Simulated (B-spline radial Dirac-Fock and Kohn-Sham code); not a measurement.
# K-line shifts caused by a second vacancy in Ce³⁺

System: cerium as Ce³⁺, [Xe] 4f1.

Level of theory: multi-electron Dirac-Fock with separately optimised hole states, Breit and Lamb-shift corrections added in first order; a radial B-spline solver. Each two-hole energy is an average over J within one jj subconfiguration, not an observable level; in light atoms, where LS coupling holds, the j-resolved values are not observed lines, and for a K spectator the Kα1 hypersatellite is nearly forbidden. Correlation and solid-state effects are left out.

Lines without a spectator: Kα2 (K-L2) 34275.8 eV, Kα1 (K-L3) 34716.9 eV, Kβ3 (K-M2) 39164.8 eV, Kβ1 (K-M3) 39253.2 eV. Shifts in eV with one spectator hole (a dash: not computed, or left out as unreliable):

```csv
spectator hole,Kα2,Kα1,Kβ3,Kβ1
K (1s),+696.7,+727.5,+893.8,+900.7
L2 (2p1/2),+80.6,+103.7,–,+212.9
L3 (2p3/2),+73.0,+75.1,+179.8,–
M2 (3p1/2),–,+13.40,+29.08,+34.9
M3 (3p3/2),+8.93,–,+28.12,+27.78
M4 (3d3/2),+2.09,-1.06,–,–
M5 (3d5/2),-1.86,+0.69,–,–
```

With n spectator holes in 2p, averaged over the 2p shell (energies in eV):

```
n     KαLⁿ   step  hypersatellite KαʰLⁿ
0  34569.8      –               35287.1
1  34652.4  +82.5               35371.2
2  34736.3  +83.9               35456.7
3  34821.5  +85.3               35543.6
4  34908.2  +86.7               35631.9
5  34996.2  +88.0               35721.6
```
